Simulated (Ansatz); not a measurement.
Here is a job for Ansatz (a first-principles code).
Ansatz 0.2 input:
```yaml
crystal:
  periodic: [false, false, false]
  atoms:
    - {symbol: Sb, position_ang: [0.00000000, 0.00000000, 0.00000000]}
basis:
  gaussian:
    orbitals: STO-3G
hamiltonian:
  xc: pbe
magnetization: {spin_polarized: true, initial_magnetization: 3}
```

Q: What <S^2> does PBE/STO-3G (Ansatz) give?

A: 3.750

Q: What total energy does PBE/STO-3G give?

A: -6252.7421 Eh

Q: Give the number of basis functions at the level PBE/STO-3G.

A: 27
